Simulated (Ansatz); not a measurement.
Other settings, tried on TeSe₂.

```yaml
crystal:
  periodic: [false, false, false]
  atoms:
    - {symbol: Se, position_ang: [-0.177581, 1.314800, -0.490069]}
    - {symbol: Se, position_ang: [-1.184997, -0.668779, 0.385897]}
    - {symbol: Te, position_ang: [1.362578, -0.646021, 0.104172]}
basis:
  gaussian: {orbitals: def2-TZVP, point_charges: [{charge: -1.00, position_ang: [5.436, -0.892, -0.824]}]}
hamiltonian: {xc: {name: BLYP}, dispersion: d3bj}
scf: {omitted_lower_state_checks: [starts]}
```

```sh
$ ansatz run in.yaml --threads 4 --pin off --events-out ev --progress --plain --max-ram 3916MiB
```

It prints (some lines left out):

```
Functional definition: BLYP
1160 factors; their error is unknown
mean field evaluation 1: about -137992.8403 eV, gradient 2.6e1 eV
mean field evaluation 2: about -137965.3342 eV, gradient 8.3e1 eV
mean field evaluation 4: about -137994.1255 eV, gradient 1.6e1 eV
mean field evaluation 8: about -137994.8851 eV, gradient 8.6e-2 eV
mean field evaluation 16: about -137994.7045 eV, gradient 4.3e-4 eV
mean field -137994.70447678 eV, -5071.2118533516 hartree, gradient 3.4e-5 eV, S^2 0.000000; 0 other end points of the search recorded, 0 dependent functions left out
reference -137994.70474423 eV, -5071.2118631802 hartree; 46, 46 occupied and 100, 100 virtual orbitals, 1160 factors
Total energy: -137995.03262755 eV, -5071.2239126697 hartree
Checks for a lower state left out: starts
```

It took 1.1 s on 4 threads of Arm Neoverse V1 on a shared host.

In the def2 sets Te takes a core potential; there is no spin–orbit coupling.
